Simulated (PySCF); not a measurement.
Mg(Me)(SeH) (CH4MgSe), SMILES [CH3][Mg][SeH]. Heavy atoms are numbered as in [Mg:1]([CH3:2])[SeH:6]. Hydrogens are named by the atom that carries them.

Geometry optimised at B3LYP-D3(BJ)/def2-TZVP. The values are those of a single conformer.

These are PBE0/pcSseg-2 (PySCF) values and carry that method's errors.

GIAO shieldings, no solvent; atoms alike by connectivity are averaged. δ = σ(ref) − σ: ¹³C against TMS (σ = 186.1 ppm); ¹H against TMS (σ = 31.54 ppm); ⁷⁷Se against Me2Se (σ = 1739.2 ppm), references at their B3LYP-D3(BJ)/def2-TZVP geometries, non-relativistic.

Computed chemical shifts:
| nucleus | atoms | count | δ (ppm) |
|---|---|---|---|
| ¹³C | C2 (CH3) | 1 | -20.1 |
| ¹H | H on Se6 | 1 | -0.77 |
| ¹H | H on C2 | 3 | -0.79 |
| ⁷⁷Se | Se6 (SeH) | 1 | -625.4 |
